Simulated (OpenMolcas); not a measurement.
# F+: effect of the IPEA shift

```json
{
 "Program": "OpenMolcas",
 "Basis": "ANO-R2 [4s4p2d1f]",
 "Scalar Hamiltonian": "X2C, finite nucleus",
 "Active space": "6 electrons in 4 orbitals (2s 2p)",
 "State averaging": "2S+1 = 3 even, 3 roots; 2S+1 = 1 even, 6 roots; 2S+1 = 3 odd, 3 roots; 2S+1 = 1 odd, 3 roots",
 "Spin-orbit coupling": "RASSI with atomic mean-field integrals over the reference wave functions, term energies averaged over their components"
}
```

Methods on the same reference wave functions:
A. CASSCF
B. SS-CASPT2, IPEA 0 Eh, imaginary shift 0.1 Eh (closed shells correlated: 1s)
C. SS-CASPT2, IPEA 0.25 Eh, imaginary shift 0.1 Eh (closed shells correlated: 1s)

Energies in eV above 2s2 2p4 3P2, the measured ground level; measured values from NIST Handbook of Basic Atomic Spectroscopic Data.

| Level | A | B | C | Measured |
| --- | --- | --- | --- | --- |
| 2s2 2p4 3P2 | 0.0000 | 0.0000 | 0.0000 | 0.0000 |
| 2s2 2p4 3P1 | 0.0395 | 0.0395 | 0.0395 | 0.0423 |
| 2s2 2p4 3P0 | 0.0586 | 0.0586 | 0.0586 | 0.0607 |
| 2s2 2p4 1D2 | 2.8268 | 2.633 | 2.608 | 2.5880 |
| 2s2 2p4 1S0 | 5.2534 | 5.564 | 5.529 | 5.5691 |
| 2s 2p5 3P* 2 | 21.8162 | 20.633 | 20.682 | 20.4323 |
| 2s 2p5 3P* 1 | 21.8547 | 20.672 | 20.720 | 20.4706 |
| 2s 2p5 3P* 0 | 21.8741 | 20.691 | 20.740 | 20.4920 |
| 2s 2p5 1P* 1 | 32.2000 | 29.841 | 29.882 |  |

Deviations, from unrounded energies. A percentage is the sum of absolute deviations over the sum of measured energies, with the sign that they share, or ± where signs differ.

| Against measurement | Levels | A | B | C |
| --- | --- | --- | --- | --- |
| mean absolute deviation (cm-1) | 7 | 5400 | 750 | 940 |
| fine structure of the ground term (%) | 2 | -4.8 | -4.7 | -4.7 |
| other terms of the ground configuration (%) | 2 | ±6.8 | ±0.6 | ±0.7 |
| other configurations (%) | 3 | +6.8 | +1.0 | +1.2 |

B lies closest to measurement on these levels and A furthest from it. The largest miss of B in the table is 2s 2p5 3P* 1, by +1600 cm-1. The ranking rests on the paired levels alone, and a cruder setting can come out closer through cancelling errors.

Between B and C the level of the table that moves most is 2s 2p5 3P* 2, by 390 cm-1 (lowest in B, highest in C). Moves below CASPT2's spread within the term are not significant.

From A to B the spin-free energies of the other terms of 2s2 2p4 shown, above 3P, scale by factors of 0.93 to 1.06.

The lowest spin-free term lies below A's lowest term by 0.177 hartree in B, 0.174 hartree in C.

CASPT2 does not keep the components of a term degenerate, so their means are used; among the terms shown or strongly mixed into the levels shown the widest spread is 77 cm-1 (2s2 2p4 1D, C). Without dynamic correlation excited terms often stand tens of per cent too high (terms of higher spin than the ground term too low), and those without a measured partner can miss by more than the paired ones (holds for A). Computed and measured levels are paired by configuration, term and J; levels that our copy of the source lacks, or whose pairing is in doubt (as where it misses far off the trend of its configuration), stay unpaired and out of the deviations. Levels of configurations outside the active space are missing.

* marks odd parity.
